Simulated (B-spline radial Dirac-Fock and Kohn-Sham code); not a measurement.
**Two-hole binding energies of Sm¹⁴⁺**

System: Sm¹⁴⁺, configuration 1s2 2s2 2p6 3s2 3p6 3d10 4s2 4p6 4d10 4f1 5s1.

Method: ΔSCF Dirac-Fock with Breit, self-energy and vacuum polarisation, finite nucleus, configuration average. Computed with a radial atomic solver. U is the two-hole binding energy less the two single-hole energies, the effective repulsion of the holes after relaxation. Each two-hole energy is an average over J within one jj subconfiguration.

```tsv
holes	E(a) (eV)	E(b) (eV)	E(ab) (eV)	U (eV)
1s⁻¹ 2p1/2⁻¹	47138.4	7618.5	55085.9	329.0
1s⁻¹ 3p1/2⁻¹	47138.4	1853.2	49102.2	110.6
1s⁻¹ 3p3/2⁻¹	47138.4	1730.3	48970.4	101.7
1s⁻¹ 3d3/2⁻¹	47138.4	1414.8	48650.9	97.7
1s⁻¹ 3d5/2⁻¹	47138.4	1388.9	48622.7	95.4
2p3/2⁻²	7022.9	7022.9	14253.8	207.9
2p1/2⁻¹ 3s⁻¹	7618.5	2037.4	9745.1	89.2
2p1/2⁻¹ 3p3/2⁻¹	7618.5	1730.3	9440.0	91.2
2p3/2⁻¹ 3s⁻¹	7022.9	2037.4	9148.7	88.4
2p1/2⁻¹ 3d3/2⁻¹	7618.5	1414.8	9127.9	94.7
2p3/2⁻¹ 3d5/2⁻¹	7022.9	1388.9	?	?
3d3/2⁻¹ 3d5/2⁻¹	1414.8	1388.9	2881.7	78.1
4d3/2⁻²	421.4	421.4	876.6	33.8
4d3/2⁻¹ 4d5/2⁻¹	421.4	416.1	871.5	34.1
```

Question: Give the missing two-hole energy and U.

Answer: E(ab) = 8505.7 eV and U = 93.9 eV.
